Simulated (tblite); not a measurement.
Species: C5H12P2.
Atom-mapped SMILES: `[CH3:1][P:2]([CH2:3][PH2:4])[CH:5]1[CH2:6][CH2:7]1` (hydrogens: H8, H9, H10 on C1; H11, H12 on C3; H13, H14 on P4; H15 on C5; H16, H17 on C6; H18, H19 on C7)

Computed with GFN2-xTB (tblite), gas phase: Langevin dynamics at 600 K from the optimised GFN2-xTB geometry, time step 0.5 fs, friction 0.01 fs⁻¹, 2000 steps. The instantaneous temperature is 2·E(kin)/(3Nk) with all 3N coordinates.

```tsv
t (fs)	T (K)	E(pot) above start (eV)	C1–P2 (Å)	P2–C3 (Å)	C3–P4 (Å)	P2–C5 (Å)	C5–C6 (Å)	C1–H8 (Å)	C1–P2–C3–P4 (°)
0	488	0.000	1.849	1.867	1.859	1.836	1.502	1.089	83
50	614	0.818	1.893	1.894	1.882	1.908	1.498	1.092	88
100	632	1.105	1.958	1.820	1.847	1.833	1.448	1.139	74
150	557	1.472	1.909	1.822	1.873	1.896	1.487	1.076	64
200	555	1.429	1.841	1.823	1.860	1.874	1.513	1.110	77
250	640	1.494	1.879	1.799	1.851	1.907	1.494	1.068	72
300	703	1.479	1.805	1.789	1.944	1.908	1.539	1.188	60
350	656	1.419	1.816	1.909	1.930	1.834	1.455	1.102	58
400	622	1.142	1.829	1.992	1.870	1.788	1.476	1.085	89
450	713	1.308	1.805	1.915	1.851	1.778	1.486	1.153	103
500	489	1.345	1.778	1.863	1.900	1.908	1.493	1.071	108
550	452	0.875	1.775	1.879	1.921	1.837	1.472	1.108	93
600	383	1.227	1.774	1.917	1.873	1.850	1.480	1.092	97
650	555	1.082	1.803	1.857	1.898	1.883	1.507	1.135	110
700	638	0.825	1.834	1.860	1.835	1.871	1.506	1.003	104
750	548	1.111	1.832	1.811	1.852	1.882	1.468	1.155	105
800	444	1.070	1.845	1.901	1.882	1.834	1.571	1.037	103
850	296	1.052	1.848	1.914	1.846	1.846	1.481	1.138	128
900	475	1.284	1.978	1.978	1.845	1.811	1.493	1.044	113
950	340	1.474	1.900	1.969	1.869	1.871	1.477	1.102	116
1000	624	0.964	1.926	1.898	1.915	1.815	1.488	1.095	114
```

**Question.** From 500 fs on, how do temperature and potential energy compare with equipartition?

**Answer.** The mean temperature of these 11 frames is 477 K against the target 600 K, and the mean potential energy 1.12 eV against 51 × kT/2 = 1.32 eV for 51 classical harmonic modes. For 19 atoms in a canonical ensemble the temperature itself scatters by T·√(2/(3N)) = 112 K; here its standard deviation is 105 K. These frames run colder than the target by 21 %; at their own mean temperature equipartition would give 1.05 eV. The whole run lasts only 10 friction times of 100 fs, so these averages carry a wide statistical error.

**Question.** What are the kinetic and total energies of the listed frame with the highest potential energy?

**Answer.** The one at 250 fs, 1.494 eV above the start. Its kinetic energy is 3NkT/2 = 1.573 eV at 640 K, so the sum is 3.07 eV; over the listed frames the sum runs from 1.20 to 3.20 eV, since the thermostat adds and removes energy.

**Question.** How much do the listed bonds fluctuate from 500 fs on?

**Answer.** 
```csv
bond,at the start (Å),mean (Å),standard deviation (Å)
C1–P2,1.849,1.845,0.063
P2–C3,1.867,1.895,0.047
C3–P4,1.859,1.876,0.028
P2–C5,1.836,1.855,0.029
C5–C6,1.502,1.494,0.027
C1–H8,1.089,1.089,0.045
```

The motion is classical and holds no zero-point motion.

What follows is the cost of the whole dynamics run. Hardware: an Intel Xeon Platinum 8488C with one thread, on a shared host. Cost: 30 s wall, 0.18 GiB resident at most.
